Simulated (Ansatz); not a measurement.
Ansatz (a program for electronic structure) input (PBE0/def2-SVP):

Ansatz 0.2 input:
```yaml
crystal:
  periodic: [false, false, false]
  atoms:
    - {symbol: La, position_ang: [0.61852483, 0.42643474, 0.44592255]}
    - {symbol: Br, position_ang: [-0.67297608, 1.31558469, -1.71840510]}
    - {symbol: Br, position_ang: [-0.33433579, -2.01006412, 0.99218838]}
basis:
  gaussian:
    orbitals: def2-SVP
hamiltonian:
  xc: {name: PBE0}
total_charge: 1
```

Output:

```
Functional definition: PBE0
integrals: 0.05 GiB planned
917 factors; integrals over basis functions are off by at most 5.8e-4 eV
mean field: 0.46 GiB planned
mean field evaluation 1: about -140911.6471 eV, gradient 3.8e1 eV
mean field evaluation 2: about -140873.5834 eV, gradient 1.2e2 eV
mean field evaluation 4: about -140916.4855 eV, gradient 6.4e0 eV
mean field evaluation 8: about -140916.6418 eV, gradient 3.1e-2 eV
mean field evaluation 16: about -140916.6418 eV, gradient 2.4e-5 eV
mean field -140916.64180660 eV, -5178.5910696622 hartree, gradient 2.2e-5 eV, S^2 0.000000; 0 other end points of the search recorded, 0 dependent functions left out
reference -140916.64185764 eV, -5178.5910715376 hartree; 40, 40 occupied and 56, 56 virtual orbitals, 917 factors
Total energy: -140916.64185764 eV, -5178.5910715376 hartree
```

The spin state was set by rule; other spins were not relaxed.
